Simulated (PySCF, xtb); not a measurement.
GaH3S3, SMILES [SH][Ga]([SH])[SH]. Other conformers were not sampled.

Harmonic wavenumbers (cm⁻¹) from xtb 6.7.1 with GFN2-xTB at its own minimum, in rising order: 91, 100, 100, 129, 165, 178, 297, 369, 384, 576, 596, 616, 2357, 2379, 2396.

Question: What does PBE0-D3(BJ)/def2-SVP (PySCF) give at its own minimum? (The exact figures need the calculation; the answer reports its results.)

Answer: 101, 104, 114, 128, 227, 246, 349, 436, 439, 652, 708, 728, 2716, 2719, 2722. Paired by order, the mean absolute difference is 111 cm⁻¹ and the zero-point energies are 15.3 and 17.7 kcal/mol.
